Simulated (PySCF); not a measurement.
# Tl²⁺ (thallium, charge +2) across methods

[Xe] 4f14 5d9 6s1 6p1, one real determinant (an excited configuration). All numbers are calculated (PySCF 2.14, scalar relativity through the core potential, in def2-QZVPPD with the def2 core potential (60 electrons) (8s6p5d4f1g, 88 functions)).

```csv
method,E (hartree),mean ε 5d β (eV),mean ε 6s α (eV),mean ε 6p α (eV),Σ⟨r²⟩ (bohr²),⟨S²⟩
TPSSh,-170.8839,-37.930,-28.989,-19.264,41.16,3.751
LDA,-170.6505,-37.143,-28.869,-18.967,41.29,3.750
PW91,-171.0223,-37.135,-28.626,-18.914,41.20,3.751
M06-L,-171.0262,-37.410,-28.119,-18.408,41.01,3.751
PBE0,-170.9319,-39.195,-29.812,-19.928,41.13,3.751
r2SCAN,-171.0050,-37.540,-28.964,-19.169,41.00,3.752
UHF,-170.06805,-44.480,-32.762,-22.650,41.36,3.753
PBE,-170.9557,-37.055,-28.537,-18.846,41.21,3.751
r2SCANh,-170.9849,-38.342,-29.448,-19.570,41.00,3.752
```

⟨L²⟩ = 8.01 against 12 for a pure F term, so this real determinant mixes terms. Energies and moments cover only the electrons outside the core potential. Spin-orbit coupling, absent here, splits the open shell strongly.
